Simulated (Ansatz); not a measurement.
Strength of the O–Ge bond: Ge(OH)4 → Ge(OH)3 + OH

Species: Ge(OH)4, singlet; Ge(OH)3, doublet; OH, doublet. 

Shapes, held fixed at every level: PBE0-D4/def2-TZVP. Flexible molecules stand in one conformer, not always the lowest. Programs: Ansatz 0.2.0. The zero-point and thermal change to 298 K, harmonic and unscaled (PBE0-D4/def2-TZVP), is -13.2 kJ/mol.

```json
{"level": "MP2/def2-TZVPP", "kind": "perturbation theory", "ΔH(298 K) (kJ/mol)": "+489.1", "less CCSD(T)/def2-TZVPP": "+29.5"}
{"level": "HF/def2-SVP", "kind": "Hartree–Fock", "ΔH(298 K) (kJ/mol)": "+337.0", "less CCSD(T)/def2-TZVPP": "-122.6"}
{"level": "SPW92/def2-TZVPP", "kind": "LDA", "ΔH(298 K) (kJ/mol)": "+514.3", "less CCSD(T)/def2-TZVPP": "+54.7"}
{"level": "r2SCAN-D4/def2-TZVPP", "kind": "meta-GGA", "ΔH(298 K) (kJ/mol)": "+431.3", "less CCSD(T)/def2-TZVPP": "-28.3"}
{"level": "PBE0-D4/def2-TZVPP", "kind": "global hybrid", "ΔH(298 K) (kJ/mol)": "+436.7", "less CCSD(T)/def2-TZVPP": "-22.9"}
{"level": "wB97M-V/def2-TZVPP", "kind": "range-separated hybrid", "ΔH(298 K) (kJ/mol)": "+449.7", "less CCSD(T)/def2-TZVPP": "-9.9"}
{"level": "CCSD(T)/def2-SVP", "kind": "coupled cluster or CI", "ΔH(298 K) (kJ/mol)": "+447.6", "less CCSD(T)/def2-TZVPP": "-12.0"}
{"level": "CCSD(T)/def2-TZVPP", "kind": "coupled cluster or CI", "ΔH(298 K) (kJ/mol)": "+459.6", "less CCSD(T)/def2-TZVPP": "0.0"}
```

The highest level, CCSD(T)/def2-TZVPP, gives ΔH(298 K) = +459.6 kJ/mol; the levels span +337.0 to +514.3. The column of differences is taken from that level and isn't an error. Hartree–Fock misses the correlation of the pair that is broken and comes out low. No measured value is set beside it here. Open shells run unrestricted. Relativity is left out for Ge. Outer-core shells of Ge are correlated, in sets that cover them unevenly.
